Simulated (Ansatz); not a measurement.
`BCC#C`, relaxed with RKS PBE-D4/def2-SVP in Ansatz from a rough embedded geometry. The force threshold is 0.03 eV/Å; the program also tests the step.

The species carries charge 0 and has multiplicity 1.

Start:

```xyz
9

B     0.951   -0.697    0.836
C    -0.418   -0.059    0.615
C    -0.527    0.438   -0.749
C    -0.639    0.970   -1.826
H     1.267   -1.224    1.887
H     1.816   -0.770   -0.047
H    -0.537    0.802    1.352
H    -1.203   -0.774    0.815
H    -0.711    1.314   -2.883
```

**Question.** How much energy does the relaxation release, and in how many steps? (An estimate is asked.)

**Answer.** Computed: 19.91 kJ/mol, in 7 steps, 1 of them rejected.

**Question.** Which bonds change most? (Estimate.)

**Answer.** Computed: B1–C2 from 1.527 to 1.570 Å; C2–H8 from 1.080 to 1.115 Å; C4–H9 from 1.114 to 1.081 Å; B1–H6 from 1.238 to 1.215 Å.

**Question.** Give the relaxed structure. (Best estimate.)

**Answer.** The calculation gave: 
```xyz
9

B     1.009   -0.757    0.869
C    -0.355   -0.054    0.538
C    -0.559    0.503   -0.791
C    -0.714    0.956   -1.917
H     1.113   -1.321    1.943
H     1.960   -0.716    0.114
H    -0.405    0.753    1.318
H    -1.197   -0.721    0.837
H    -0.852    1.357   -2.910
```
